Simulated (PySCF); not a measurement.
Zirconium: highly charged ions in a basis for the neutral atom

Zr⁸⁺ [Ar] 3d10 4s2 4p2, Zr⁹⁺ [Ar] 3d10 4s2 4p1. Calculation: PySCF 2.14, in cc-pVTZ-PP with ECP28MDF (5s5p4d2f1g, 63 functions); a scalar-relativistic core potential. No spin-orbit coupling, so a gap to NIST mixes the basis error with missing relativistic terms.

Changed run: basis of the neutral atom used for a highly charged ion. This setting is unsound on purpose.

```json
{"species": "Zr⁸⁺", "method": "UHF", "sound run (hartree)": "not run", "changed run (hartree)": "-28.15446", "converged": "yes"}
{"species": "Zr⁸⁺", "method": "PBE0", "sound run (hartree)": "not run", "changed run (hartree)": "-28.29156", "converged": "yes"}
{"species": "Zr⁸⁺", "method": "PBE", "sound run (hartree)": "not run", "changed run (hartree)": "-28.30106", "converged": "yes"}
{"species": "Zr⁹⁺", "method": "UHF", "sound run (hartree)": "not run", "changed run (hartree)": "-22.58001", "converged": "yes"}
{"species": "Zr⁹⁺", "method": "PBE0", "sound run (hartree)": "not run", "changed run (hartree)": "-22.69203", "converged": "yes"}
{"species": "Zr⁹⁺", "method": "PBE", "sound run (hartree)": "not run", "changed run (hartree)": "-22.70333", "converged": "yes"}
```

Ionisation energy of Zr⁸⁺:

```tsv
method	changed run (eV)	NIST (eV)
UHF	151.69	153 ± 2.2
PBE0	152.37	153 ± 2.2
PBE	152.32	153 ± 2.2
```

The contracted functions were made for the neutral atom and can be too rigid for a highly charged ion.
